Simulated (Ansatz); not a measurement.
`F/C=N/[SiH3]` → `N=CF` + `[SiH2]`  (silylene loss)

Gas-phase electronic energies from Ansatz, PBE0-D4/def2-TZVP geometries. CCSD(T)/CBS adds triple-zeta CCSD(T) − MP2 to the extrapolated MP2 energy (def2 sets, frozen cores). This one scheme is used for every species. Functionals use def2-TZVPP. Each species was taken in one conformer, which may not be the lowest.

Question: Is it downhill or uphill in electronic energy at CCSD(T)/CBS, and by how much? (Estimate.)

Answer: Ansatz gave: Uphill: ΔE = +2.93 eV.

Question: What do these levels give: BLYP-D4, r2SCAN-D4, B97M-V, PBE0-D4, CAM-B3LYP-D4, HF/def2-QZVPP? (An estimate is asked.)

Answer: Computed: BLYP-D4 2.80, r2SCAN-D4 3.15, B97M-V 2.89, PBE0-D4 3.01, CAM-B3LYP-D4 3.00, HF/def2-QZVPP 2.85 eV.

Largest T1 diagnostic among the species: 0.014.

From BLYP to BHLYP (50 % exact exchange), in def2-TZVPP and without D4, ΔE moves by +0.28 eV. At CCSD(T), def2-SVP lies −0.24 eV from the extrapolated value and def2-TZVPP −0.07 eV.
